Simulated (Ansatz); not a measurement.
One change: `CC1=[N+](C)[B-](C)(Cl)N1C` becomes `CC1=[N+](C)[Sn-]([CH3])[N]1C`.

Ansatz, PBE0-D4/def2-TZVP geometries, multiplicity 1. 

Elements past krypton have def2 core potentials.

| property | `CC1=[N+](C)[B-](C)(Cl)N1C` |
| --- | --- |
| size of the dipole moment (PBE/def2-TZVPP) / D | 5.24 |
| size of the dipole moment (ωB97M-V/def2-TZVPP) / D | 5.59 |
| LUMO energy (PBE/def2-TZVPP) / eV | -1.07 |
| LUMO energy (ωB97M-V/def2-TZVPP) / eV | 1.91 |
| HOMO energy (B3LYP/def2-TZVPP) / eV | -6.33 |
| HOMO–LUMO gap (PBE/def2-TZVPP) / eV | 4.25 |

Q: What does the change do to each property? (Best estimate.)

A: The calculation gave: 
| property | `CC1=[N+](C)[Sn-]([CH3])[N]1C` | shift |
| --- | --- | --- |
| size of the dipole moment (PBE/def2-TZVPP) / D | 2.79 | -2.45 |
| size of the dipole moment (ωB97M-V/def2-TZVPP) / D | 3.01 | -2.58 |
| LUMO energy (PBE/def2-TZVPP) / eV | -1.31 | -0.24 |
| LUMO energy (ωB97M-V/def2-TZVPP) / eV | 0.96 | -0.95 |
| HOMO energy (B3LYP/def2-TZVPP) / eV | -5.37 | 0.96 |
| HOMO–LUMO gap (PBE/def2-TZVPP) / eV | 3.28 | -0.97 |

With PBE0 the HOMO rises by 1.03 eV and the LUMO falls by 0.47 eV, so the gap narrows by about 1.50 eV. PBE moves the HOMO by 0.73 eV and ωB97M-V by 1.22 eV. Dipoles are sizes alone; their direction can turn.

B3LYP here is the variant with VWN-RPA as its local correlation; programs differ in this.

Positive LUMOs are unbound, so they and the gaps depend on the basis.
